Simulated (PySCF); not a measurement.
Salicylaldehyde, C7H6O2.
SMILES with atom numbers: `[O:1]=[CH:2][c:3]1[cH:4][cH:5][cH:6][cH:7][c:8]1[OH:9]` (hydrogens: H10 on C2; H11 on C4; H12 on C5; H13 on C6; H14 on C7; H15 on O9)

Level of theory: TDDFT wB97X-D/def2-SVPD, vertical, gas phase, core orbitals frozen in the response in PySCF 2.14.0, density-fitted response routines. Isolated species at its PBE0-D3(BJ)/def2-SVP geometry (one conformer only). Torsions of this conformer, `[O:1]=[CH:2][c:3]1[cH:4][cH:5][cH:6][cH:7][c:8]1[OH:9]`: O1–C2–C3–C4 180°, H–O9–C8–C7 180°.

Frontier orbitals with the atoms that hold most of them (Löwdin shares over 4%, at most four atoms; ? is withheld):

| orbital | ε (eV) | atoms |
| --- | --- | --- |
| HOMO-3 | -12.16 | O9 15%, C3 11%, C4 11%, C8 10% |
| HOMO-2 | -9.99 | O1 53%, C2 13%, C3 8%, H10 8% |
| HOMO-1 | -9.74 | ? |
| HOMO | ? | C5 20%, O9 19%, C8 14%, C7 12% |
| LUMO | -0.44 | ? |
| LUMO+1 | 1.30 | C4 19%, C8 18%, C7 16%, C5 15% |
| LUMO+2 | 2.31 | C4 17%, C2 15%, H11 13%, C5 12% |

Q: Which atoms hold the HOMO-1, and with what shares?

A: C6 (bonded to 2 C and H) 20%; C3 (bonded to 3 C) 19%; C7 (bonded to 2 C and H) 19%; C4 (bonded to 2 C and H) 15%.

Q: Which atoms hold the LUMO, and with what shares?

A: C2 (bonded to C, O and H) 22%; O1 (bonded to C) 20%; C6 (bonded to 2 C and H) 14%; C4 (bonded to 2 C and H) 10%. By element: carbon 46% or more, oxygen 20% or more.

Q: What is the HOMO energy, and the HOMO–LUMO gap?

A: ε(HOMO) = -8.69 eV; the gap is 8.25 eV (0.3031 hartree).

Q: The HOMO–LUMO gap is 8.25 eV. Where does the response calculation put the lowest singlet, and from which orbitals?

A: S1 is at 4.20 eV (f = 0.0040), 4.05 eV below the gap, made of HOMO-2→LUMO (87%). Its leading pair isn't HOMO and LUMO; the energies of that pair differ by 9.55 eV. Without the coupling terms of the response equations the lowest excitation would equal the gap.

Q: Give energy, strength and leading configuration of S1, S2, S3 and S7, and follow the Löwdin shares of the leading atoms from the occupied to the empty orbital.

A: 
- S1 (4.20 eV, f 0.0040), HOMO-2→LUMO (87%): O1 53% → 20%, C2 13% → 22%
- S2 (4.20 eV, f 0.087), HOMO→LUMO (91%): C5 20% → at most 10%, O9 19% → at most 10%, C2 at most 13% → 22%, O1 at most 13% → 20%
- S3 (5.32 eV, f 0.137), HOMO-1→LUMO (75%): C6 20% → 14%, C3 19% → at most 10%, C2 at most 15% → 22%, O1 at most 15% → 20%
- S7 (7.05 eV, f 0.0011), HOMO-2→LUMO+1 (87%): O1 53% → at most 16%, C2 13% → at most 16%, C4 at most 8% → 19%, C8 at most 8% → 18%
